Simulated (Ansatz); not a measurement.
Energy needed to pull apart C2H4Te, singlet, into free ground-state atoms, from the structure below (displaced at random from a GFN2-xTB minimum); no zero-point or spin–orbit terms; open-shell atoms are treated unrestricted, in their ground-state multiplicity.

```
7
angstrom
C -0.5503 -0.1090 -0.4848
C 0.3421 0.2021 0.5312
Te 0.6200 -1.6355 -0.0526
H -1.6439 -0.0621 -0.0380
H -0.6357 0.2572 -1.3841
H 0.1987 0.5461 1.5363
H 1.3545 0.9581 0.0042
```

Ansatz 0.2.0; basis: def2-TZVPP; cores frozen in the correlated methods. Filled d shells of the heavier atoms are correlated. Core potentials replace the inner electrons of the atoms past krypton. The def2 sets are not built for correlating such inner shells, so the correlated values are less sure here.

| method | atomization energy (kcal/mol) |
| --- | --- |
| PBE-D4 | 557.6 |
| BLYP-D4 | 538.0 |
| r2SCAN-D4 | 541.8 |
| PBE0-D4 | 546.4 |
| r2SCAN0-D4 | 533.5 |
| wB97M-V | ? |
| HF | ? |
| MP2 | 537.2 |
| CCSD | 514.7 |
| CCSD(T) | 525.8 |

**Question.** What does wB97M-V give? (An estimate is asked for; the value comes from the calculation.)

**Answer.** Computed: 539.1 kcal/mol, which is about 13.4 kcal/mol more than CCSD(T)/def2-TZVPP.

**Question.** What does HF give? (Judge from chemistry; the value comes from the calculation.)

**Answer.** The calculation gives: 363.1 kcal/mol, which is about 162.7 kcal/mol less than CCSD(T)/def2-TZVPP.

In triple zeta the MP2 and coupled-cluster atomization energies are still short of their basis limit by a few kcal/mol a bond, whereas those of the functionals are nearly converged, so these differences are not deviations from converged CCSD(T).

The T1 diagnostic stays at or below 0.010.

For scale, one of the runs: CCSD(T)/def2-TZVPP forces, 168 basis functions (an equivalent command: `ansatz run in.yaml --threads 4`). The run took 2.9 min on 4 CPU threads (shared host), with 3 GiB of host memory at its peak.
